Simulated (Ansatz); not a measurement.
Basis-set extrapolation for FK, SMILES `[F][K]` (PBE0-D4/def2-TZVP geometry, frozen core, Ansatz). Multiplicity 1, RHF reference. For K the program correlates outer-core shells too, which these sets cover unevenly, so the extrapolated numbers aren't a true limit.

|  | def2-TZVPP | def2-QZVPP |
| --- | --- | --- |
| HF | -698.673440 | -698.692476 |
| MP2 correlation | -0.430965 | -0.509927 |
| CCSD(T) correlation | -0.448335 | -0.538521 |

Energies in hartree. Use E(X) = E(∞) + A·exp(−7.88·√X) for Hartree–Fock and E(X) = E(∞) + B·X^(−2.97) for correlation, with X = 3 and 4.

Task: What is the CCSD(T) energy at the basis-set limit?

Result: HF limit: -698.692476 + (-0.019036) × 0.13774 = -698.69510. Correlation limit: -0.538521 + (-0.090186) × 0.74074 = -0.60533. Total: -699.30043 hartree, 4.86 eV below CCSD(T)/def2-TZVPP.
